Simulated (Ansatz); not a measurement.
`N=C1OB1N`. The species carries charge 0 and has multiplicity 1. Geometry: relaxed with PBE0-D4/def2-TZVP. It is one conformer, not always the lowest.

```xyz
8

N     1.886   -0.906    1.093
C     0.871   -0.561    0.463
O     0.047   -1.367   -0.361
B    -0.329   -0.046   -0.250
N    -1.321    0.782   -0.723
H     2.273   -0.114    1.600
H    -2.047    0.456   -1.339
H    -1.379    1.755   -0.483
```

What is the dipole moment at r2SCAN/def2-TZVPP? (Best estimate.)

Ansatz gave: 4.90 D, with components (-2.75, 3.96, -0.83) D in this frame, pointing from negative to positive charge.

And with PBE, B3LYP, ωB97M-V? (Estimate.)

Computed: PBE 4.78 D, B3LYP 4.97 D, ωB97M-V 5.01 D.

Give the Mulliken charges with r2SCAN, ωB97M-V, B3LYP in def2-TZVPP. (Best estimate.)

The calculation gave: 
| atom | r2SCAN | ωB97M-V | B3LYP |
| --- | --- | --- | --- |
| N1 | -0.27 | -0.19 | -0.18 |
| C2 | 0.31 | 0.28 | 0.28 |
| O3 | -0.26 | -0.26 | -0.25 |
| B4 | -0.03 | -0.05 | -0.11 |
| N5 | -0.30 | -0.21 | -0.23 |
| H6 | 0.17 | 0.13 | 0.16 |
| H7 | 0.19 | 0.15 | 0.17 |
| H8 | 0.19 | 0.15 | 0.18 |

B3LYP here is the variant with VWN-RPA as its local correlation; programs differ in this.
